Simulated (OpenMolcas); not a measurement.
**C, Si, Ge, Sn, Pb: ns² np² down the group**

| Quantity | Value |
| --- | --- |
| Program | OpenMolcas |
| Method | RASSCF |
| Basis | ANO-R2 |
| Scalar Hamiltonian | X2C, finite nucleus |
| Spin-orbit coupling | RASSI with atomic mean-field integrals over the reference wave functions, term energies averaged over their components |

Active space for each ion: 4 electrons in 9 orbitals (RAS2 s p; RAS3 d, at most 2 electrons).

Computed levels in cm-1 above ³P₀:

```csv
Level,C,Si,Ge,Sn,Pb
³P₁,14.8,66.7,483,1416,6504
³P₂,44.1,196,1269,3135,10076
¹D₂,12661,8723,9372,10331,20172
¹S₀,26317,19579,20085,20093,29867
weight of ³P in the lowest level (%),100,100,100,98,89
```

Mixed levels, with the weight of the term that names them: Pb ³P₂ (70 %), Pb ¹D₂ (70 %).

Measured, with the error of the calculation in %. Measured levels: C, Si, Ge, Sn, Pb from NIST Handbook of Basic Atomic Spectroscopic Data.

```csv
Level,C,Si,Ge,Sn,Pb
³P₁,16.4 (-10.0),77.1 (-13.6),557 (-13.4),1692 (-16.3),7819 (-16.8)
³P₂,43.4 (+1.7),223 (-12.4),1410 (-10.0),3428 (-8.5),10650 (-5.4)
¹D₂,10193 (+24.2),6299 (+38.5),7125 (+31.5),8613 (+19.9),21458 (-6.0)
¹S₀,21648 (+21.6),15394 (+27.2),16367 (+22.7),17162 (+17.1),29467 (+1.4)
```

The fine-structure level ³P₂ changes by a factor of 228 from C to Pb.

Without spin-orbit coupling ¹D lies 12631, 8590, 8434, 7623, 7362 cm-1 above ³P in that order; the difference to the level ¹D₂, of either sign, comes from spin-orbit coupling, which also lowers the zero.

Without dynamic correlation excited terms often stand tens of per cent too high (terms of higher spin than the ground term too low), and those without a measured partner can miss by more than the paired ones (holds for C; Si; Ge). Active for correlation alone: 3d; no level in the range computed is led by a configuration that fills it, so any true level of that kind is missing (holds for C). The run also gave levels led by 3s² 3p 3d, which use shells meant for correlation; these and all levels above them are left out (holds for Si). Active for correlation alone: 4d; no level in the range computed is led by a configuration that fills it, so any true level of that kind is missing (holds for Ge). Some high roots are left out of the spin-orbit mixing, which shifts the levels that they would mix with (holds for Sn; Pb). Active for correlation alone: 5d; no level in the range computed is led by a configuration that fills it, so any true level of that kind is missing (holds for Sn). Active for correlation alone: 6d; no level in the range computed is led by a configuration that fills it, so any true level of that kind is missing (holds for Pb). Computed and measured levels are paired by configuration, term and J; levels that our copy of the source lacks, or whose pairing is in doubt (as where it misses far off the trend of its configuration), stay unpaired and out of the deviations. Where the source uses jj or jK labels, the order within each J decides. Only configurations of the active space appear.
